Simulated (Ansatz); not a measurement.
Born–Oppenheimer molecular dynamics of ClF3H3NSi (9 atoms, charge 0, multiplicity 1). It starts at the highest image of a converged band, a first-order saddle point between two minima.

These are results of Ansatz, RKS B3LYP/def2-SVP, not measurements.

* ensemble: NVE (velocity Verlet)
* time step: 0.5 fs
* steps asked: 200
* starting velocities drawn for: 300 K
* seed: 7209

First frame:

```xyz
9
Properties=species:S:1:pos:R:3
Si -0.402 0.051 -0.142
Cl 0.179 0.658 2.536
F 0.753 -1.026 0.060
F -0.051 1.588 -0.361
F -1.034 -0.373 -1.568
N -1.842 -0.217 0.932
H -2.168 -1.189 0.945
H -2.637 0.390 0.707
H -1.249 0.118 1.937
```

(1) How far do the bonds stretch over the last three quarters of this one trajectory? (Pairs bonded in most of those frames.)

## Answers

(1) 
```tsv
bond	mean (Å)	spread (Å)	shortest	longest
Si1–F3	1.601	0.024	1.56	1.64
Si1–F4	1.609	0.037	1.55	1.67
Si1–F5	1.609	0.010	1.59	1.63
Si1–N6	1.701	0.018	1.67	1.74
Cl2–H9	1.296	0.022	1.26	1.33
N6–H7	1.020	0.017	0.99	1.05
N6–H8	1.017	0.008	1.00	1.03
```

Mean temperature of the second half: 769 K. The conserved energy stayed within 0.084 meV per atom of its start (net change 0.043 meV per atom), so the integration is sound. The kinetic energy rose, since the run started high on the potential surface and went downhill. It ends in pieces (ClH + F3H2NSi), so much of that is their flight and rotation, not heat. A run of 0.1 ps of so small a system gives no equilibrium averages. The orbitals stay closed-shell, which can raise the energy where a bond breaks towards radicals; this wasn't checked here.

Time of the run: 8.9 min on 2 threads of Arm Neoverse V1, on a shared host, peak memory 0.24 GiB.
